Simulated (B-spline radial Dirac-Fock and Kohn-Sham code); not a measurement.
## Isotope-shift constants of the inner levels of Cl⁵⁺

System: the Cl⁵⁺ ion in the configuration [Ne] 3s2.

Input of the calculation (task.json; shells as n, l, electrons):

```json
{"items": [{
  "Z": 17,
  "q": 5,
  "cfg": [[1, 0, 2], [2, 0, 2], [2, 1, 6], [3, 0, 2]],
  "A": 35,
  "rrms": 3.3654,
  "do": "isoshift",
  "isotopes": [[35, 34.968852694, 3.3654], [37, 36.965902573, 3.384]]
}]}
```

Command: `python xray2_run.py task.json out`

Level of theory: first-order field-shift and mass-shift constants from Dirac-Fock ground and hole states with a Fermi nucleus; the mass shift has no relativistic recoil terms; a radial finite-basis atomic code. A binding energy shifts by δE = F·δ⟨r²⟩ + (K_N + K_S)·δ(1/M); F is taken for a change of radius at fixed skin thickness and so holds the higher radial moments.

| level | F (meV/fm²) | K_N (meV u) | K_S (meV u) |
| --- | --- | --- | --- |
| K (1s) | -0.5312 | -1608 | 466.5 |
| L1 (2s) | -0.04078 | -203.6 | -45.27 |
| L2 (2p1/2) | 0.007691 | -164.7 | 136.2 |
| L3 (2p3/2) | 0.007709 | -163.8 | 133.6 |
| M1 (3s) | -0.005332 | -52.10 | 4.730 |

Line shifts in meV from A = 35 (mass 34.9689 u, rms radius 3.3654 fm); radii from Angeli and Marinova (2013).

```
 A  mass (u)  radius (fm)  Kα1  Kα2  Lℓ
37   36.9659        3.384    ?    ?   ?
```

Q: What are the shifts for A = 37?

A: Kα1 +1.65 meV (field -0.07, mass +1.72); Kα2 +1.65 meV (field -0.07, mass +1.72); Lℓ -0.02 meV (field 0.00, mass -0.03).
